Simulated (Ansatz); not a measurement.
The lowest singlet and triplet of GaH (SMILES [GaH]); geometries from B3LYP-D3(BJ)/def2-TZVP, each state relaxed from the structure named, with no frequency check.
Singlet (charge 0, multiplicity 1):
```xyz
2

Ga     0.0000     0.0000    -0.0528
H      0.0000     0.0000     1.6363
```
Triplet (charge 0, multiplicity 3):
```csv
atom,x (Å),y (Å),z (Å)
Ga,0.0000,0.0000,-0.0508
H,0.0000,0.0000,1.5741
```

```json
[
 {"level": "R-HF/cc-pVDZ", "gap E(singlet) − E(triplet), adiabatic (kJ/mol)": "-136.6", "minus FCI/cc-pVQZ": "59.7", "cost": "-"},
 {"level": "U-HF/cc-pVDZ", "gap E(singlet) − E(triplet), adiabatic (kJ/mol)": "-136.6", "minus FCI/cc-pVQZ": "59.7", "cost": "-"},
 {"level": "U-HF/cc-pVTZ", "gap E(singlet) − E(triplet), adiabatic (kJ/mol)": "-135.2", "minus FCI/cc-pVQZ": "61.2", "cost": "-"},
 {"level": "U-HF/cc-pVQZ", "gap E(singlet) − E(triplet), adiabatic (kJ/mol)": "-133.8", "minus FCI/cc-pVQZ": "62.6", "cost": "-"},
 {"level": "R-PBE/def2-TZVPP", "gap E(singlet) − E(triplet), adiabatic (kJ/mol)": "-198.2", "minus FCI/cc-pVQZ": "-1.8", "cost": "×1"},
 {"level": "U-PBE/def2-TZVPP", "gap E(singlet) − E(triplet), adiabatic (kJ/mol)": "-198.2", "minus FCI/cc-pVQZ": "-1.8", "cost": "×1"},
 {"level": "U-r2SCAN/def2-TZVPP", "gap E(singlet) − E(triplet), adiabatic (kJ/mol)": "-179.2", "minus FCI/cc-pVQZ": "17.2", "cost": "×3"},
 {"level": "R-B3LYP/def2-TZVPP", "gap E(singlet) − E(triplet), adiabatic (kJ/mol)": "-211.6", "minus FCI/cc-pVQZ": "-15.3", "cost": "×1"},
 {"level": "U-B3LYP/def2-TZVPP", "gap E(singlet) − E(triplet), adiabatic (kJ/mol)": "-211.6", "minus FCI/cc-pVQZ": "-15.3", "cost": "×1"},
 {"level": "U-PBE0/def2-TZVPP", "gap E(singlet) − E(triplet), adiabatic (kJ/mol)": "-190.6", "minus FCI/cc-pVQZ": "5.8", "cost": "×1"},
 {"level": "U-BHLYP/def2-TZVPP", "gap E(singlet) − E(triplet), adiabatic (kJ/mol)": "-203.3", "minus FCI/cc-pVQZ": "-6.9", "cost": "×1"},
 {"level": "U-wB97X-V/def2-TZVPP", "gap E(singlet) − E(triplet), adiabatic (kJ/mol)": "-213.0", "minus FCI/cc-pVQZ": "-16.7", "cost": "×4"},
 {"level": "R-wB97M-V/def2-TZVPP", "gap E(singlet) − E(triplet), adiabatic (kJ/mol)": "-211.6", "minus FCI/cc-pVQZ": "-15.2", "cost": "×3"},
 {"level": "U-wB97M-V/def2-TZVPP", "gap E(singlet) − E(triplet), adiabatic (kJ/mol)": "-211.6", "minus FCI/cc-pVQZ": "-15.2", "cost": "×4"},
 {"level": "R-B2PLYP/def2-TZVPP", "gap E(singlet) − E(triplet), adiabatic (kJ/mol)": "-204.2", "minus FCI/cc-pVQZ": "-7.8", "cost": "×1"},
 {"level": "U-B2PLYP/def2-TZVPP", "gap E(singlet) − E(triplet), adiabatic (kJ/mol)": "-204.2", "minus FCI/cc-pVQZ": "-7.8", "cost": "×2"},
 {"level": "R-MP2/cc-pVDZ", "gap E(singlet) − E(triplet), adiabatic (kJ/mol)": "-177.5", "minus FCI/cc-pVQZ": "18.9", "cost": "-"},
 {"level": "U-MP2/cc-pVDZ", "gap E(singlet) − E(triplet), adiabatic (kJ/mol)": "-177.5", "minus FCI/cc-pVQZ": "18.9", "cost": "-"},
 {"level": "R-MP2/cc-pVTZ", "gap E(singlet) − E(triplet), adiabatic (kJ/mol)": "-182.3", "minus FCI/cc-pVQZ": "14.0", "cost": "-"},
 {"level": "U-MP2/cc-pVTZ", "gap E(singlet) − E(triplet), adiabatic (kJ/mol)": "-182.3", "minus FCI/cc-pVQZ": "14.0", "cost": "-"},
 {"level": "R-SCS-MP2/cc-pVDZ", "gap E(singlet) − E(triplet), adiabatic (kJ/mol)": "-190.4", "minus FCI/cc-pVQZ": "6.0", "cost": "-"},
 {"level": "R-SCS-MP2/cc-pVQZ", "gap E(singlet) − E(triplet), adiabatic (kJ/mol)": "-200.1", "minus FCI/cc-pVQZ": "-3.8", "cost": "-"},
 {"level": "R-CCSD/cc-pVDZ", "gap E(singlet) − E(triplet), adiabatic (kJ/mol)": "-193.0", "minus FCI/cc-pVQZ": "3.4", "cost": "-"},
 {"level": "U-CCSD/cc-pVDZ", "gap E(singlet) − E(triplet), adiabatic (kJ/mol)": "-193.0", "minus FCI/cc-pVQZ": "3.4", "cost": "-"},
 {"level": "R-CCSD/cc-pVQZ", "gap E(singlet) − E(triplet), adiabatic (kJ/mol)": "-195.0", "minus FCI/cc-pVQZ": "1.4", "cost": "-"},
 {"level": "R-CCSD(T)/cc-pVTZ", "gap E(singlet) − E(triplet), adiabatic (kJ/mol)": "-195.0", "minus FCI/cc-pVQZ": "1.4", "cost": "×1"},
 {"level": "R-CCSD(T)/cc-pVQZ", "gap E(singlet) − E(triplet), adiabatic (kJ/mol)": "-194.7", "minus FCI/cc-pVQZ": "1.6", "cost": "×4"},
 {"level": "U-CCSD(T)/cc-pVQZ", "gap E(singlet) − E(triplet), adiabatic (kJ/mol)": "-194.7", "minus FCI/cc-pVQZ": "1.6", "cost": "×6"},
 {"level": "R-CCSDT/cc-pVDZ", "gap E(singlet) − E(triplet), adiabatic (kJ/mol)": "-192.6", "minus FCI/cc-pVQZ": "3.8", "cost": "-"},
 {"level": "R-CCSDT(Q)/cc-pVQZ", "gap E(singlet) − E(triplet), adiabatic (kJ/mol)": "-194.4", "minus FCI/cc-pVQZ": "2.0", "cost": "×40"},
 {"level": "SA-CASSCF(4,5)/cc-pVDZ", "gap E(singlet) − E(triplet), adiabatic (kJ/mol)": "-190.4", "minus FCI/cc-pVQZ": "6.0", "cost": "-"},
 {"level": "SA-CASSCF(4,5)/cc-pVTZ", "gap E(singlet) − E(triplet), adiabatic (kJ/mol)": "-192.0", "minus FCI/cc-pVQZ": "4.3", "cost": "-"},
 {"level": "SC-NEVPT2 on SA-CASSCF(4,5)/cc-pVTZ", "gap E(singlet) − E(triplet), adiabatic (kJ/mol)": "-196.0", "minus FCI/cc-pVQZ": "0.3", "cost": "-"},
 {"level": "FIC-NEVPT4(SD) on SA-CASSCF(4,5)/cc-pVDZ", "gap E(singlet) − E(triplet), adiabatic (kJ/mol)": "-193.2", "minus FCI/cc-pVQZ": "3.2", "cost": "-"},
 {"level": "FIC-NEVPT4(SD) on SA-CASSCF(4,5)/cc-pVTZ", "gap E(singlet) − E(triplet), adiabatic (kJ/mol)": "-196.0", "minus FCI/cc-pVQZ": "0.4", "cost": "-"},
 {"level": "FIC-NEVPT4(SD) on SA-CASSCF(4,5)/cc-pVQZ", "gap E(singlet) − E(triplet), adiabatic (kJ/mol)": "-196.1", "minus FCI/cc-pVQZ": "0.3", "cost": "-"},
 {"level": "FIC-MRCISD+Q on SA-CASSCF(4,5)/cc-pVDZ", "gap E(singlet) − E(triplet), adiabatic (kJ/mol)": "-193.3", "minus FCI/cc-pVQZ": "3.0", "cost": "-"},
 {"level": "FIC-MRCISD+Q on SA-CASSCF(4,5)/cc-pVQZ", "gap E(singlet) − E(triplet), adiabatic (kJ/mol)": "-195.8", "minus FCI/cc-pVQZ": "0.5", "cost": "-"},
 {"level": "FCI/cc-pVTZ", "gap E(singlet) − E(triplet), adiabatic (kJ/mol)": "-196.5", "minus FCI/cc-pVQZ": "-0.2", "cost": "×3"},
 {"level": "FCI/cc-pVQZ", "gap E(singlet) − E(triplet), adiabatic (kJ/mol)": "-196.4", "minus FCI/cc-pVQZ": "0.0", "cost": "×50"}
]
```

 Full CI is exact for the correlated electrons in its own basis alone.

The rows run from -213.0 (U-wB97X-V/def2-TZVPP) to -133.8 kJ/mol (U-HF/cc-pVQZ). From cc-pVDZ to cc-pVTZ U-MP2 changes by -4.9. The 8 U-functionals in def2-TZVPP without D3 or D4 span 33.8, from U-wB97X-V to U-r2SCAN.

A positive gap puts the triplet lower; no zero-point energy. R- takes a restricted singlet. U- takes an unrestricted singlet (broken symmetry where lower, unprojected). The triplet is unrestricted in single-reference levels. Active spaces average the two states.

Frozen-core correlation. Filled d and f shells under p-block atoms count as core.

Codes used: Ansatz (Gaussian orbitals). Values without a source in brackets are computed.

Costs are rough ratios of core time to R-PBE/def2-TZVPP (about 1.5 s over the structures, on one shared machine); a dash marks a level with no comparable run of its own. 

Measured: 1Σ+ below a 3Π0- by 17333 cm-1 = 49.6 kcal/mol (between the minima) [Huber and Herzberg (1979), NIST Chemistry WebBook].

Ansatz is a program for electronic structure.
